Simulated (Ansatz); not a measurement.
`CB[Se]CF` at its PBE0-D4/def2-TZVP geometry, where that method's forces vanish. Total charge 0; spin multiplicity 1.

```xyz
11

C    -1.8412   -0.9417   -0.6870
B    -0.5840   -0.3698    0.0287
Se    0.5933    0.8470   -0.8640
C     1.9263    1.1179    0.5348
F     2.9919    0.2738    0.3772
H    -2.7371   -0.7108   -0.0990
H    -1.9990   -0.5945   -1.7094
H    -1.7796   -2.0366   -0.7011
H    -0.3063   -0.6552    1.1576
H     2.2821    2.1465    0.4649
H     1.4534    0.9234    1.4972
```

Problem. What forces (eV/Å) does PBE-D4/def2-TZVPP give on these atoms in Ansatz? (An estimate is asked.)

Solution. The calculation gave: 
```
C1   0.115  0.072  0.020
B2  -0.038 -0.033  0.019
Se3 -0.179  0.070 -0.357
C4  -0.161  0.238  0.155
F5   0.537 -0.420 -0.077
H6  -0.183  0.028  0.109
H7  -0.047  0.058 -0.205
H8  -0.008 -0.215 -0.002
H9   0.042 -0.024  0.132
H10  0.058  0.255 -0.016
H11 -0.137 -0.029  0.220
```
